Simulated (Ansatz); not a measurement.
`Cl[SiH](Cl)Cl` + NH₃ → `N[SiH](Cl)Cl` + HCl at 298.15 K and 1 bar (ligand exchange at the Si–Cl bond).

Gas-phase electronic energies from Ansatz, PBE0-D4/def2-TZVP geometries. CCSD(T)/CBS adds triple-zeta CCSD(T) − MP2 to the extrapolated MP2 energy (def2 sets, frozen cores). This one scheme is used for every species. One conformer a species, not always the lowest.

| species | CCSD(T)/CBS energy (Eh) | H − E (kJ/mol) | S (J/(mol·K)) |
| --- | --- | --- | --- |
| `Cl[SiH](Cl)Cl` | -1669.16736 | 53.3 | 314.4 |
| NH₃ | -56.50880 | 100.5 | 192.4 |
| `N[SiH](Cl)Cl` | -1265.28357 | 119.2 | 329.0 |
| HCl | -460.38127 | 26.6 | 186.8 |

H − E and S are ideal-gas, rigid-rotor, harmonic terms from PBE0-D4/def2-TZVP, for one conformer and one mirror image of each species. 1 Eh = 2625.50 kJ/mol, R = 8.31446 J/(mol·K).

Task: By hand: ΔE, ΔH, ΔS and ΔG.

Result: ΔE = (-1265.28357) + (-460.38127) − (-1669.16736) − (-56.50880) = 0.01132 Eh = 29.7 kJ/mol. Δ(H − E) = 119.2 + 26.6 − 53.3 − 100.5 = -8.0, so ΔH = 21.7 kJ/mol. ΔS = 329.0 + 186.8 − 314.4 − 192.4 = 9.0 J/(mol·K). ΔG = 21.7 − 298.15 × (9.0)/1000 = 19.0 kJ/mol.

Task: By hand: the equilibrium constant, and the temperature at which ΔG would vanish if ΔH and ΔS stayed fixed.

Result: log₁₀ K = −ΔG/(RT ln 10) = -3.3. ΔG = 0 at ΔH/ΔS = 2411 K, though so small a ΔS makes that figure unsure.

The number of gas molecules stays the same, so ΔS is small and ΔH decides. A doubt of 5 kJ/mol in ΔE shifts log₁₀ K by 0.9 here. Other conformers and mirror images would add mixing entropy, several J/(mol·K) or more a flexible species. These are equilibria of isolated gas molecules and say nothing of rates. Largest T1 diagnostic: 0.009 (customary marks: 0.02 for closed shells, 0.045 for open ones).
